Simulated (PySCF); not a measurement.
F2H2OSeSi, SMILES O[Si]([SeH])(F)F. Geometry: PBE0-D3(BJ)/def2-SVP. This is a generated structure with no PubChem entry under its InChIKey; it may be hypothetical. Other conformers were not sampled.

Method: PBE0-D3(BJ)/def2-SVP run with PySCF 2.14.0.

Harmonic wavenumbers (cm⁻¹): 147, 169, 173, 260, 281, 310, 335, 481, 670, 783, 844, 989, 1005, 2454, 3939. Rotational constants (GHz): 3.907, 1.450, 1.427; symmetry number 1.

Question: Work out the zero-point energy and the ideal-gas rigid-rotor harmonic-oscillator thermochemistry at 298.15 K and 1 atm.

Answer: ZPE = ½ Σ hcν = ½ × 12840 cm⁻¹ = 18.36 kcal/mol. H − E(el) = 23.33 kcal/mol. Entropy in cal/(mol K): translation 41.18, rotation 28.08, vibration 14.99, total 84.25. G − E(el) = -1.78 kcal/mol. Cp = 24.53 cal/(mol K). Modes under 150 cm⁻¹ make the vibrational entropy uncertain.
